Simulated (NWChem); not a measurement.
System: C₂H₆ClGe cation

NWChem input:

```
start job
memory heap 200 mb stack 900 mb global 1100 mb
charge 1
geometry units angstroms noautoz
  C      0.142510    -1.757418    -1.152423
  Ge     0.001171     0.000069    -0.349451
  C     -0.142993     1.757430    -1.152198
  Cl     0.003896     0.000151     1.757881
  H      1.075156    -2.215911    -0.804756
  H      0.131603    -1.671973    -2.241332
  H     -0.700054    -2.361936    -0.798185
  H      0.694933     2.365508    -0.793257
  H     -0.126492     1.672598    -2.241084
  H     -1.079551     2.211543    -0.809153
end
basis spherical
  C library 6-31g*
  Ge library 6-31g*
  Cl library 6-31g*
  H library 6-31g*
end
dft
  xc m06-l
  iterations 150
  mulliken
end
task dft energy
```

Parts of the log:

```
             Northwest Computational Chemistry Package (NWChem) 7.3.0
             --------------------------------------------------------

 C1  symmetry detected

                             Geometry "geometry" -> ""
                             -------------------------

 Output coordinates in angstroms (scale by  1.889725989 to convert to a.u.)

  No.       Tag          Charge          X              Y              Z
 ---- ---------------- ---------- -------------- -------------- --------------
    1 C                    6.0000    -1.76321611    -1.11030369    -0.00020757
    2 Ge                  32.0000    -0.00000027    -0.30745185     0.00015964
    3 C                    6.0000     1.76320821    -1.11032139    -0.00007085
    4 Cl                  17.0000     0.00000588     1.79988190    -0.00004198
    5 H                    1.0000    -2.29572264    -0.76136192     0.89175273
    6 H                    1.0000    -1.67724341    -2.19922305    -0.00264664
    7 H                    1.0000    -2.29747592    -0.75726255    -0.88945954
    8 H                    1.0000     2.30144112    -0.75019050     0.88385707
    9 H                    1.0000     1.67724338    -2.19918714     0.01101558
   10 H                    1.0000     2.29171358    -0.76855745    -0.89724355

 Effective nuclear repulsion energy (a.u.)     358.4088212633

                                 NWChem DFT Module
                                 -----------------

 Summary of "ao basis" -> "ao basis" (spherical)
 ------------------------------------------------------------------------------
       Tag                 Description            Shells   Functions and Types
 ---------------- ------------------------------  ------  ---------------------
 C                           6-31g*                  6       14   3s2p1d
 Ge                          6-31g*                 12       32   5s4p3d
 Cl                          6-31g*                  8       18   4s3p1d
 H                           6-31g*                  2        2   2s

            General Information
            -------------------
          SCF calculation type: DFT
          Wavefunction type:  closed shell.
          No. of atoms     :    10
          No. of electrons :    66
           Alpha electrons :    33
            Beta electrons :    33
          Charge           :     1
          Spin multiplicity:     1
          Use of symmetry is: off; symmetry adaption is: off
          Maximum number of iterations: 150
          AO basis - number of functions:    90
                     number of shells:    44
          Convergence on energy requested:  1.00D-06
          Convergence on density requested:  1.00D-05
          Convergence on gradient requested:  5.00D-04

              XC Information
              --------------
                        M06-L Method XC Functional
                         M06-L Exchange Functional  1.000
                       M06-L Correlation Potential  1.000

             Grid Information
             ----------------
          Grid used for XC integration:  medium
          Radial quadrature: Mura-Knowles
          Angular quadrature: Lebedev.
          Tag              B.-S. Rad. Rad. Pts. Rad. Cut. Ang. Pts.
          ---              ---------- --------- --------- ---------
          C                   0.70       49          11.0       434
          Ge                  1.25      112           8.0       590
          Cl                  1.00       88          11.0       590
          H                   0.35       45          11.0       434
          Grid pruning is: on
          Number of quadrature shells:   568
          Spatial weights used:  Erf1

      Superposition of Atomic Density Guess
      -------------------------------------

 Sum of atomic energies:       -2612.78192272

 Renormalizing density from      67.00 to     66

      Non-variational initial energy
      ------------------------------

 Total energy =   -2590.407241
 1-e energy   =   -4282.317544
 2-e energy   =    1333.501482
 HOMO         =      -0.645956
 LUMO         =      -0.345815

     ---------------------------------------------
      Total Density - Mulliken Population Analysis
     ---------------------------------------------

    Atom       Charge   Shell Charges
 -----------   ------   -------------------------------------------------------
    1 C    6     6.80   2.00  0.75  2.11  0.66  1.25  0.02
    2 Ge  32    31.33   2.00  2.00  6.00  2.00  6.02  1.43  1.53  0.05  0.08  7.28  2.64  0.30
    3 C    6     6.80   2.00  0.75  2.11  0.66  1.25  0.02
    4 Cl  17    17.21   2.00  2.00  5.99  1.48  3.95  0.45  1.33  0.01
    5 H    1     0.65   0.43  0.22
    6 H    1     0.64   0.43  0.22
    7 H    1     0.65   0.43  0.22
    8 H    1     0.65   0.43  0.22
    9 H    1     0.64   0.43  0.22
   10 H    1     0.65   0.43  0.22

   convergence    iter        energy       DeltaE   RMS-Dens  Diis-err
 ---------------- ----- ----------------- --------- --------- ---------
 d= 0,ls=0.0,diis     1  -2616.2222199652 -2.97D+03  1.82D-02  3.97D+00
 d= 0,ls=0.0,diis     2  -2616.1309110485  9.13D-02  1.17D-02  5.82D+00
 d= 0,ls=0.0,diis     3  -2616.4093919757 -2.78D-01  3.68D-03  3.47D-02
 d= 0,ls=0.0,diis     4  -2616.4107032736 -1.31D-03  1.84D-03  2.90D-02
 d= 0,ls=0.0,diis     5  -2616.4126323672 -1.93D-03  3.36D-04  7.60D-04
  Resetting Diis
 d= 0,ls=0.0,diis     6  -2616.4127550888 -1.23D-04  4.33D-04  1.88D-04
 d= 0,ls=0.0,diis     7  -2616.4128018827 -4.68D-05  2.23D-04  8.21D-05
 d= 0,ls=0.0,diis     8  -2616.4127894471  1.24D-05  1.36D-04  1.76D-04
 d= 0,ls=0.0,diis     9  -2616.4128135019 -2.41D-05  1.59D-05  2.55D-06
 d= 0,ls=0.0,diis    10  -2616.4128136745 -1.73D-07  7.34D-06  4.61D-07

         Total DFT energy =    -2616.412813674534
      One electron energy =    -4334.767348087111
           Coulomb energy =     1480.039006158749
    Exchange-Corr. energy =     -120.093293009513
 Nuclear repulsion energy =      358.408821263339

 Numeric. integr. density =       66.000016426719

                       DFT Final Molecular Orbital Analysis
                       ------------------------------------

 Vector   31  Occ=2.000000D+00  E=-5.291762D-01
              MO Center=  2.4D-06, -1.6D-01,  1.8D-04, r^2= 4.3D+00
   Bfn.  Coefficient  Atom+Function         Bfn.  Coefficient  Atom+Function
  ----- ------------  ---------------      ----- ------------  ---------------
    25      0.435244   2 Ge px               67      0.363324   4 Cl px
     3     -0.278592   1 C  px               49     -0.278591   3 C  px
    71      0.167858   4 Cl px               21     -0.166590   2 Ge px
     7     -0.142766   1 C  px               53     -0.142766   3 C  px
    63     -0.141734   4 Cl px               85     -0.087075   8 H  s

 Vector   32  Occ=2.000000D+00  E=-5.085823D-01
              MO Center=  1.6D-06,  1.5D+00, -1.6D-04, r^2= 1.7D+00
   Bfn.  Coefficient  Atom+Function         Bfn.  Coefficient  Atom+Function
  ----- ------------  ---------------      ----- ------------  ---------------
    69      0.699845   4 Cl pz               73      0.344915   4 Cl pz
    65     -0.271711   4 Cl pz               27      0.189936   2 Ge pz
    23     -0.067982   2 Ge pz                5     -0.064729   1 C  pz
    51     -0.064726   3 C  pz               43      0.057202   2 Ge d -1
     9     -0.044116   1 C  pz               55     -0.044111   3 C  pz

 Vector   33  Occ=2.000000D+00  E=-4.801610D-01
              MO Center=  5.2D-06,  9.3D-01, -3.7D-05, r^2= 3.5D+00
   Bfn.  Coefficient  Atom+Function         Bfn.  Coefficient  Atom+Function
  ----- ------------  ---------------      ----- ------------  ---------------
    67      0.631255   4 Cl px               71      0.321259   4 Cl px
    63     -0.243852   4 Cl px               25     -0.214912   2 Ge px
     3      0.183057   1 C  px               49      0.183055   3 C  px
     7      0.105795   1 C  px               53      0.105792   3 C  px
     4      0.088996   1 C  py               50     -0.089002   3 C  py

 Vector   34  Occ=0.000000D+00  E=-3.184807D-01
              MO Center= -2.9D-06, -2.0D-01,  3.9D-04, r^2= 2.9D+00
   Bfn.  Coefficient  Atom+Function         Bfn.  Coefficient  Atom+Function
  ----- ------------  ---------------      ----- ------------  ---------------
    27      0.853469   2 Ge pz               23     -0.279901   2 Ge pz
    31      0.258441   2 Ge pz               69     -0.259051   4 Cl pz
    73     -0.197614   4 Cl pz               80     -0.137806   5 H  s
    90      0.138425  10 H  s                84      0.137476   7 H  s
    86     -0.136840   8 H  s                65      0.097351   4 Cl pz

 Vector   35  Occ=0.000000D+00  E=-2.468481D-01
              MO Center=  4.4D-06, -7.5D-02, -7.6D-04, r^2= 3.9D+00
   Bfn.  Coefficient  Atom+Function         Bfn.  Coefficient  Atom+Function
  ----- ------------  ---------------      ----- ------------  ---------------
    24      0.784471   2 Ge s                28     -0.655793   2 Ge s
    68     -0.383401   4 Cl py               72     -0.373459   4 Cl py
     6      0.359421   1 C  s                52      0.359422   3 C  s
    70      0.336244   4 Cl s                 7      0.281673   1 C  px
    53     -0.281680   3 C  px               26     -0.274175   2 Ge py

 Vector   36  Occ=0.000000D+00  E=-1.627510D-01
              MO Center=  4.6D-06, -7.0D-01, -7.8D-05, r^2= 4.1D+00
   Bfn.  Coefficient  Atom+Function         Bfn.  Coefficient  Atom+Function
  ----- ------------  ---------------      ----- ------------  ---------------
    26      0.737108   2 Ge py               30      0.681149   2 Ge py
     6      0.443859   1 C  s                52      0.443858   3 C  s
    28     -0.409015   2 Ge s                70     -0.392741   4 Cl s
    72      0.309403   4 Cl py               82      0.288128   6 H  s
    88      0.288111   9 H  s                68      0.252532   4 Cl py

     ---------------------------------------------
      Total Density - Mulliken Population Analysis
     ---------------------------------------------

    Atom       Charge   Shell Charges
 -----------   ------   -------------------------------------------------------
    1 C    6     6.72   2.00  0.68  2.07  0.73  1.23  0.02
    2 Ge  32    31.26   2.00  2.00  6.00  2.00  5.99  1.38  1.70 -0.01 -0.03  6.87  2.92  0.44
    3 C    6     6.72   2.00  0.68  2.07  0.73  1.23  0.02
    4 Cl  17    17.02   2.00  2.00  5.98  1.41  3.60  0.57  1.45  0.02
    5 H    1     0.71   0.51  0.20
    6 H    1     0.72   0.52  0.20
    7 H    1     0.71   0.51  0.20
    8 H    1     0.71   0.51  0.20
    9 H    1     0.72   0.52  0.20
   10 H    1     0.71   0.51  0.20

     -------------------------------------------
      Total Density - Lowdin Population Analysis
     -------------------------------------------

    Atom       Charge   Shell Charges
 -----------   ------   -------------------------------------------------------
    1 C    6     6.53   1.99  0.58  1.89  0.47  1.56  0.04
    2 Ge  32    31.30   2.00  2.00  5.99  1.98  5.89  0.89  1.45  0.27  0.46  6.67  3.07  0.64
    3 C    6     6.53   1.99  0.58  1.89  0.47  1.56  0.04
    4 Cl  17    16.92   2.00  2.00  5.91  1.17  3.30  0.63  1.89  0.02
    5 H    1     0.78   0.47  0.31
    6 H    1     0.80   0.48  0.32
    7 H    1     0.78   0.47  0.31
    8 H    1     0.78   0.47  0.31
    9 H    1     0.80   0.48  0.32
   10 H    1     0.78   0.47  0.31

     Multipole analysis of the density
     ---------------------------------

     L   x y z        total         alpha         beta         nuclear
     -   - - -        -----         -----         ----         -------
     0   0 0 0      1.000000    -33.000000    -33.000000     67.000000

     1   1 0 0     -0.000009     -0.000005     -0.000005     -0.000000
     1   0 1 0     -1.398497     -0.699249     -0.699249      0.000000
     1   0 0 1     -0.000598     -0.000299     -0.000299      0.000000

     2   2 0 0    -22.287254   -125.472352   -125.472352    228.657450
     2   1 1 0     -0.000053      0.000074      0.000074     -0.000201
     2   1 0 1     -0.003942      0.000572      0.000572     -0.005085
     2   0 2 0    -25.466483   -164.272683   -164.272683    303.078883
     2   0 1 1      0.001863     -0.002148     -0.002148      0.006159
     2   0 0 2    -27.407050    -19.368554    -19.368554     11.330059
```

Level: M06-L/6-31G* (spherical d). The geometry was optimised at B3LYP/6-31G* (spherical d).
